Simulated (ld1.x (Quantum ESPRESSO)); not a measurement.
## Wu–Cohen TM semilocal dataset for cadmium (Cd), scalar-relativistic all-electron reference.

- Element: Cd (Z = 48)
- Generator: ld1.x (Quantum ESPRESSO) 7.5
- Type: norm-conserving Troullier–Martins (semilocal form)
- Functional: Wu–Cohen
- Relativity: scalar-relativistic
- Frozen core: [Ar] 3d10
- Valence charge: 20
- Reference configuration: 4s2 4p6 4d10 5s1.75 5p0.25
- Partial waves: 4s (bound): rc 1.15 bohr; 4p (bound): rc 1.10 bohr; 4d (bound): rc 1.10 bohr
- Local potential: the d channel
- Core correction: none

Occupied shells without a wave of their own: 5p, 5s. They enter only through the test configuration that unscreens the potential.

All-electron outer shells of the reference configuration (Wu–Cohen, scalar-relativistic, ld1.x):

| shell | level (eV) | outermost node (bohr) | outermost maximum (bohr) |
| --- | --- | --- | --- |
| 3p | -601.77 | 0.14 | 0.32 |
| 3d | -394.24 | – | 0.27 |
| 4s | -106.40 | 0.43 | 0.79 |
| 4p | -67.46 | 0.43 | 0.84 |
| 4d | -12.25 | 0.42 | 0.98 |
| 5s | -6.06 | 1.06 | 2.32 |
| 5p | -1.38 | 1.20 | 3.21 |

(1) Estimate the cutoffs (Ry, on a coarse ladder) from which the occupation-weighted sum of valence levels, in a spherical-Bessel basis at the reference potential, stays within 10 and 1 mRy of its value at 400 Ry.

(2) Tests: 4s2 4p6 4d10 5s2 5p0; 4s2 4p6 4d10 5s1 5p0; 4s2 4p6 4d10 5s0 5p0; 4s2 4p6 4d10 5s0 5p2; 4s2 4p6 4d9 5s2 5p0; 4s2 4p6 4d10 5s0 5p1; 4s2 4p5 4d10 5s2 5p0. Which has the largest error in its energy relative to the reference configuration, and how large is it?

Results:

(1) 160 Ry and 230 Ry.

(2) 4s2 4p6 4d10 5s0 5p0, with -1164 meV (all-electron minus pseudo) on +25.25 eV.
